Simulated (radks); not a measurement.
Results of a calculation; reference values are marked as such.
Mean orbital radii <r> (bohr) of neutral zirconium, [Kr] 4d2 5s2, at several levels of relativity; Dirac values are averaged over j with weights 2j + 1. Spin-unpolarised spherical Kohn-Sham, PBE, point nucleus unless stated (finite: rms radius 4.2694 fm), a radial shooting solver on a logarithmic mesh with Libxc functionals. A level marked "c x" has the speed of light scaled by that factor and shares open shells by 2j + 1; other Dirac levels either fill j = l - 1/2 first or share by 2j + 1.

| shell | non-rel. | Dirac, low j first | Dirac, 2j+1 shares, finite nucleus | Dirac, c x 0.75 | change of magnitude, last against first (%) |
|---|---|---|---|---|---|
| 1s | 0.03815 | 0.03706 | 0.03707 | 0.03619 | -5.13 |
| 2s | 0.1674 | 0.1623 | 0.1623 | 0.1582 | -5.46 |
| 2p | 0.1437 | 0.1416 | 0.1416 | 0.1399 | -2.63 |
| 3s | 0.4701 | 0.4583 | 0.4583 | 0.4488 | -4.53 |
| 3p | 0.4671 | 0.4619 | 0.4619 | 0.4578 | -1.98 |
| 3d | 0.4514 | 0.4526 | 0.4526 | 0.4536 | +0.49 |
| 4s | 1.240 | 1.213 | 1.213 | 1.191 | -3.96 |
| 4p | 1.378 | 1.369 | 1.369 | 1.361 | -1.21 |
| 5s | 3.817 | 3.733 | 3.728 | 3.656 | -4.22 |
| 4d | 2.240 | 2.304 | 2.298 | 2.348 | +4.86 |
| 5p (empty) | 5.174 | 5.171 | 5.163 | 5.155 | -0.38 |
